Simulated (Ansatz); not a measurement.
Ideal-gas functions of C₂H₄AlCl, SMILES `[Cl][Al]1[CH2][CH2]1` at 500 K and 1 bar, from an Ansatz frequency run at PBE0-D4/def2-TZVP.

Molar mass 90.49 g/mol, point group C2v (symmetry number 2), electronic degeneracy 1, moments of inertia 25.17, 238.55, 257.323 u Å². Harmonic wavenumbers (cm⁻¹, unscaled): 135, 164, 247, 412, 623, 675, 700, 837, 917, 967, 1006, 1172, 1399, 1412, 3098, 3104, 3158, 3177.

Use S(trans) = R[1.5 ln M + 2.5 ln T − 1.1517]; rotational temperatures θ = 24.2544 K / I; S(rot) = R[ln(√π/σ · √(T³/θAθBθC)) + 1.5]; for each mode x = 1.438777 ν̃/T, S = R[x/(eˣ − 1) − ln(1 − e⁻ˣ)] and H = RT x/(eˣ − 1); 1 cm⁻¹ = 0.0119627 kJ/mol; R = 8.31446 J/(mol·K).

Q: By hand: the entropy, in J/(mol·K).

A: Translation 175.8. Rotation: θ = 0.9636, 0.1017, 0.0943 K, giving 108.4. Vibration, mode by mode: 16.23, 14.63, 11.33, 7.37, 4.49, 3.99, 3.77, 2.76, 2.30, 2.06, 1.88, 1.29, 0.76, 0.74, 0.01, 0.01, 0.01, 0.01, in all 73.6. Electronic 0.0. Sum 357.8 J/(mol·K).

Q: By hand: H − E and G − E in kJ/mol, counted from the electronic energy.

A: Zero-point energy ½ × 23203 × 0.0119627 = 138.8; thermal vibration 20.2; translation, rotation and pV give 4 RT = 16.6. H − E = 175.6 kJ/mol, and G − E = 175.6 − 500 × 357.8/1000 = -3.3 kJ/mol.

Vibration gives 21 % of the entropy, 16.2 J/(mol·K) of it from the mode under 150 cm⁻¹: soft modes count most, and the harmonic formula is weakest for them.
